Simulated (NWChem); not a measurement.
C$_{2}$H$_{6}$Mg; SMILES [CH3][Mg][CH3]

Computed with NWChem. Structure relaxed at the B3LYP/6-31G* (spherical d) level. B3LYP is NWChem's, with the RPA form of VWN correlation. Ions are spin-unrestricted doublets at the neutral geometry; other ion states weren't tried.

```tsv
level	vertical ionisation energy, ΔSCF (eV)	−ε(HOMO) (eV)	ΔSCF minus −ε(HOMO) (eV)
B3LYP/def2-SVP	[?]	[?]	[?]
PBE/def2-SVP	8.31	5.25	3.06
LDA (Slater exchange, VWN5)/def2-SVP	8.51	5.38	3.13
LRC-wPBEh/def2-SVP	8.73	8.32	0.41
CAM-B3LYP/def2-SVP	8.71	7.79	0.92
```

Task: What belongs in the gaps?

Result: 
- B3LYP/def2-SVP, vertical ionisation energy, ΔSCF (eV): 8.50
- B3LYP/def2-SVP, −ε(HOMO) (eV): 6.22
- B3LYP/def2-SVP, ΔSCF minus −ε(HOMO) (eV): 2.28
